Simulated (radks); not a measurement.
The technetium ion Tc+, configuration [Kr] 4d4 5s2 (not the ground configuration). All-electron calculation, Dirac Kohn-Sham, BLYP, spin-unpolarised, spherical densities, point nucleus; open shells fill j = l - 1/2 first. Program: a radial shooting solver on a logarithmic mesh with Libxc functionals. Some entries of the table are withheld. Estimate them.

| orbital | occ. | eigenvalue (Ry) | <r> (bohr) | <r^2> (bohr^2) |
|---|---|---|---|---|
| 1s1/2 | 2 | (1) | 0.03428 | 0.001586 |
| 2s1/2 | 2 | -219.5681 | 0.1493 | 0.02632 |
| 2p1/2 | 2 | (2) | 0.1271 | 0.01983 |
| 2p3/2 | 4 | (3) | 0.1318 | 0.02118 |
| 3s1/2 | 2 | -38.92218 | 0.4153 | 0.1977 |
| 3p1/2 | 2 | -32.38677 | 0.4091 | 0.1950 |
| 3p3/2 | 4 | -30.93247 | 0.4198 | 0.2050 |
| 3d3/2 | 4 | -19.36627 | 0.3970 | 0.1893 |
| 3d5/2 | 6 | -19.08665 | 0.4005 | 0.1925 |
| 4s1/2 | 2 | -6.20522 | 1.053 | (4) |
| 4p1/2 | 2 | -4.28298 | 1.143 | 1.495 |
| 4p3/2 | 4 | -4.06129 | 1.172 | 1.573 |
| 4d3/2 | 4 | -1.24003 | (5) | 3.049 |
| 4d5/2 | 0 | -1.21642 | (6) | 3.113 |
| 5s1/2 | 2 | -0.92357 | 2.925 | 9.677 |

Answer. 
(1) 1s1/2 eigenvalue (Ry): -1534.174
(2) 2p1/2 eigenvalue (Ry): -202.5558
(3) 2p3/2 eigenvalue (Ry): -193.8595
(4) 4s1/2 <r^2> (bohr^2): 1.255
(5) 4d3/2 <r> (bohr): 1.594
(6) 4d5/2 <r> (bohr): 1.611
